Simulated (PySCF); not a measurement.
BOI: fields on a plane

These are results of PySCF, PBE0, basis B def2-TZVP, O def2-TZVP, I def2-TZVP with ECP28 (scalar-relativistic core potentials, no spin–orbit coupling, density fitting), not measurements.

The singlet minimum has B–I 2.043 Å, B–O 1.203 Å; I–B–O 180.0°.

The plane holds B1 at (0.00, 0.00), O2 at (1.20, 0.00), I3 at (-2.04, 0.00) Å. Columns run from x = -4.05 to 3.45 Å, rows from y = 2.25 (top) to -1.95 Å, in steps of 0.3 Å. Other isomers or separated fragments may lie lower. Core electrons replaced by a potential are absent, the electrostatic potential uses the reduced nuclear charge, and values within about 0.7 Å of such atoms have no physical meaning.

Problem. Give the electrostatic potential (V) (cut at 20 V). Lower edges of the bins (V): '_' -1.86, '.' -1.73, ':' -1.53, '-' -1.20, '=' -0.69, '+' 0.13, '*' 1.42, '#' 3.47, '%' 6.71, '@' 11.85; top 20.0, each point printed twice.

Solution. 
```
++++++++++++++++++++++++++++++======================
++++++++++++++++++++++++++++++++======----------====
++++++++++**********++++++++++++====--------------==
++++******########************++++==--::::::--------
++****####%%@@@@@@%%##########**++++==--::..::::----
****####@@@@@@@@@@@@%%%%%%@@@@%%######++--....::----
****##%%@@@@@@@@@@@@@@@@@@@@@@@@@@@@@@%%++..__..::--
****##@@@@@@@@@@@@@@@@@@@@@@@@@@@@@@@@@@##::__..::--
****##@@@@@@@@@@@@@@@@@@@@@@@@@@@@@@@@@@##::__..::--
****##%%@@@@@@@@@@@@@@@@@@@@@@@@@@@@@@%%++..__..::--
****####@@@@@@@@@@@@%%%%%%@@@@%%######++--....::----
++****####%%@@@@@@%%##########**++++==--::..::::----
++++******########************++++==--::::::--------
++++++++++**********++++++++++++====--------------==
++++++++++++++++++++++++++++++++======----------====
```

Problem. Give the electron density (e/Å³) (cut at 5 e/Å³). Lower edges of the bins (e/Å³): '_' 0.000, '.' 0.030, ':' 0.076, '-' 0.151, '=' 0.268, '+' 0.455, '*' 0.750, '#' 1.218, '%' 1.960, '@' 3.136; top 5.00, each point printed twice.

Solution. 
```
____________________________________________________
____________....____________________________________
________....::::......______________________________
______..::--------::::..................____________
____..::--==++++++==----::::::--------::..__________
____::--++**####**++==========++++****==--..________
__..::==**%%@@@@@@**++++++++****%%@@@@##==::..______
__..::==##@@@@@@@@%%******@@@@%%@@@@@@@@**--..______
__..::==##@@@@@@@@%%******@@@@%%@@@@@@@@**--..______
__..::==**%%@@@@@@**++++++++****%%@@@@##==::..______
____::--++**####**++==========++++****==--..________
____..::--==++++++==----::::::--------::..__________
______..::--------::::..................____________
________....::::......______________________________
____________....____________________________________
```
